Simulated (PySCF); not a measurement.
**How methods differ on the ionisation energy of La**

La [Xe] 5d1 6s2 (2D) → La⁺ [Xe] 5d2 (3F), as a difference of total energies. Calculation: PySCF 2.14, in def2-TZVPPD with the def2 core potential (46 electrons) (6s5p3d2f1g, 59 functions); scalar relativity through the core potential. The calculations carry no spin-orbit coupling.

```json
{"method": "LDA", "ionisation energy (eV)": "5.957"}
{"method": "r2SCAN0", "ionisation energy (eV)": "4.965"}
```

For comparison: 5.645 eV (measured; NIST levels, between the centres of gravity of the two terms).
